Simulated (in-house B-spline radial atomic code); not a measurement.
## The rhodium ion Rh⁶⁺: [Kr] 4d3

Computed with a B-spline radial code for spherical atoms: non-relativistic Hartree-Fock, average of configuration, point nucleus.

Z_r = [3n² - l(l+1)]/(2<r>); Z_e = n√(-2ε); the last column is Slater's effective charge.

```tsv
shell	electrons	ε (eV)	<r> (bohr)	Z_r	Z_e	Slater
1s	2	-22791	0.03384	44.32	40.93	44.70
2s	2	-3404.9	0.147	40.82	31.64	40.85
2p	6	-3155.1	0.126	39.68	30.46	40.85
3s	2	-718.14	0.3999	33.76	21.80	33.75
3p	6	-617.49	0.3933	31.78	20.21	33.75
3d	10	-433.41	0.3684	28.50	16.93	23.85
4s	2	-184.17	0.9786	24.52	14.72	17.25
4p	6	-148.83	1.038	22.16	13.23	17.25
4d	3	-97.359	1.207	17.40	10.70	8.30
```

The least bound orbital is 4d at -97.36 eV, and it is also the most diffuse (<r> = 1.207 bohr).

The density falls to 0.001 bohr⁻³ at 2.64 bohr; Σ<r²> = 17.721 bohr² gives, by the non-relativistic formula and without the paramagnetism of open shells, a Langevin diamagnetic susceptibility of -14.03×10⁻⁶ cm³/mol.
